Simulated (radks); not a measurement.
Valence configurations of Fe I (all share [Ar]). All-electron calculation, Dirac Kohn-Sham, BLYP, spin-unpolarised, spherical densities, finite nucleus; open shells fill j = l - 1/2 first; Fermi nuclear charge, rms radius 3.7377 fm. Program: a radial shooting solver on a logarithmic mesh with Libxc functionals. Energies are relative to 3d6 4s2; eigenvalues in eV.

| valence | E (eV) | e(3d3/2) | e(3d5/2) | e(4p1/2) | e(4p3/2) | e(4s1/2) |
|---|---|---|---|---|---|---|
| 3d6 4s2 | 0.000 | -7.463 | -7.311 | - | - | -5.219 |
| 3d6 4s1.5 4p0.5 | 2.002 | -8.336 | -8.183 | -1.707 | - | -5.793 |
| 3d5 4s2 4p1 | 8.586 | -14.020 | -13.850 | -2.532 | - | -7.358 |
| 3d7 4s1 | -0.666 | -3.825 | -3.689 | - | - | -4.252 |
| 3d6 4s1 4p1 | 4.084 | -9.120 | -8.967 | -2.051 | - | -6.290 |
| 3d6 4p2 | 8.457 | -10.520 | -10.365 | -2.642 | - | - |
| 3d6.5 4s1 4p0.5 | 1.194 | -6.339 | -6.194 | -1.498 | - | -5.303 |
| 3d6.5 4s1.5 | -0.665 | -5.462 | -5.318 | - | - | -4.701 |
| 3d6.5 4s0.5 4p1 | 3.137 | -7.116 | -6.971 | -1.848 | - | -5.815 |
| 3d5 4p3 | 18.776 | -16.738 | -16.565 | -3.645 | -3.556 | - |

NIST lists [Ar] 3d6 4s2 as the ground configuration; this level of theory puts 3d7 4s1 lower, by 0.666 eV. The energies are those of spherical spin-averaged densities, not of single terms.
